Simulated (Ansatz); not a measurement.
Born–Oppenheimer molecular dynamics of CH8F2Si2 (13 atoms, charge 0, multiplicity 1). It starts from a rough guess of a transition structure, not a stationary point.

Level of theory: Ansatz, UKS PBE0-D4/STO-3G.

* ensemble: NVE (velocity Verlet)
* time step: 0.5 fs
* steps asked: 150
* starting velocities drawn for: 300 K
* seed: 217026

First frame:

```xyz
13
Properties=species:S:1:pos:R:3
Si -1.098 -0.392 -0.165
C 0.509 -0.927 1.216
F -2.387 -0.035 -1.121
F -1.776 0.305 1.114
H -1.107 -1.796 -0.482
H 0.427 0.061 0.237
Si 0.591 1.298 -1.170
H -0.229 -1.270 1.932
H 1.239 -0.374 1.816
H 1.024 -1.787 0.799
H 1.982 0.818 -1.155
H 0.580 2.575 -0.457
H 0.244 1.525 -2.564
```

(1) How far do the bonds stretch over the last three quarters of this one trajectory? (Pairs bonded in most of those frames.)

Results:

(1) 
```json
{"bond": "Si1–F3", "mean (Å)": "1.695", "spread (Å)": "0.096", "shortest": "1.54", "longest": "1.85"}
{"bond": "Si1–F4", "mean (Å)": "1.666", "spread (Å)": "0.049", "shortest": "1.58", "longest": "1.75"}
{"bond": "Si1–H5", "mean (Å)": "1.460", "spread (Å)": "0.008", "shortest": "1.45", "longest": "1.48"}
{"bond": "Si1–Si7", "mean (Å)": "2.264", "spread (Å)": "0.103", "shortest": "2.10", "longest": "2.38"}
{"bond": "C2–H6", "mean (Å)": "1.131", "spread (Å)": "0.098", "shortest": "0.94", "longest": "1.34"}
{"bond": "C2–H8", "mean (Å)": "1.115", "spread (Å)": "0.067", "shortest": "1.00", "longest": "1.21"}
{"bond": "C2–H9", "mean (Å)": "1.113", "spread (Å)": "0.062", "shortest": "0.99", "longest": "1.23"}
{"bond": "C2–H10", "mean (Å)": "1.118", "spread (Å)": "0.090", "shortest": "0.96", "longest": "1.27"}
{"bond": "Si7–H11", "mean (Å)": "1.446", "spread (Å)": "0.007", "shortest": "1.43", "longest": "1.46"}
{"bond": "Si7–H12", "mean (Å)": "1.447", "spread (Å)": "0.014", "shortest": "1.42", "longest": "1.47"}
{"bond": "Si7–H13", "mean (Å)": "1.444", "spread (Å)": "0.041", "shortest": "1.39", "longest": "1.51"}
```

Mean temperature of the second half: 2695 K. The conserved energy stayed within 1.6 meV per atom of its start (net change -0.3 meV per atom), so there is no drift, though single steps change it by up to 21 meV in the whole system, a sign of fast motions only just resolved. The system heated up, since it started high on the potential surface and ran downhill. A run of 0.075 ps of so small a system gives no equilibrium averages. The orbitals stay closed-shell, which can raise the energy where a bond breaks towards radicals; this wasn't checked here. Limits of this set-up: minimal basis.

The run took 10 min on 1 thread of Intel(R) Xeon(R) Platinum 8375C CPU @ 2.90GHz (Ice Lake) (shared host), peak memory 0.18 GiB.
